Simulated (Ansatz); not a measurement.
Reaction (redistribution): `C[O][Hf]([F])([SeH])[O]C` + `[OH][Al-]1([F])[O]C(C(F)(F)F)=CC(C(F)(F)F)=[O+]1` → `C[O][Hf]([OH])([SeH])[O]C` + `FC(F)(F)C1=CC(C(F)(F)F)=[O+][Al-]([F])([F])[O]1`

Isolated molecules relaxed with PBE0-D4/def2-TZVP in Ansatz; ΔE leaves out vibrations. CBS: MP2 limit from def2 TZ/QZ plus the TZ coupled-cluster correction, frozen cores. DFT in def2-TZVPP. B3LYP here is the variant with VWN-RPA as its local correlation; programs differ in this. Elements past krypton have def2 core potentials. For Hf, Se outer-core shells are correlated without core-valence functions, which leaves a few kJ/mol of doubt a bond. Scalar relativity is left out up to krypton. Each species was taken in one conformer, which may not be the lowest.

(1) Is it downhill or uphill in electronic energy at CCSD(T)/CBS, and by how much? (An estimate is asked.)

(2) What do these levels give: LDA (SPW92), PBE-D4, BLYP-D4, r2SCAN0-D4, PBE, PBE0, B3LYP, r2SCANh, r2SCAN0, LC-ωPBE, MP2/def2-SVP, MP2/def2-QZVPP? (Best estimate.)

Largest T1 diagnostic among the species: 0.015.

## Answers

(1) Ansatz gave: Uphill: ΔE = +0.8 kcal/mol.

(2) Computed: LDA (SPW92) 2.4, PBE-D4 3.0, BLYP-D4 2.8, r2SCAN0-D4 2.0, PBE 3.0, PBE0 2.3, B3LYP 2.4, r2SCANh 2.3, r2SCAN0 2.0, LC-ωPBE 2.3, MP2/def2-SVP 0.9, MP2/def2-QZVPP 0.5 kcal/mol.

Leaving LDA and LC-ωPBE aside and taking each functional with its dispersion term where it has one, the values, not all of them listed here, spread over 1.7 kcal/mol, from PBE-QIDH to revPBE-D4. From BLYP to BHLYP (50 % exact exchange), in def2-TZVPP and without D4, ΔE moves by −1.1 kcal/mol.
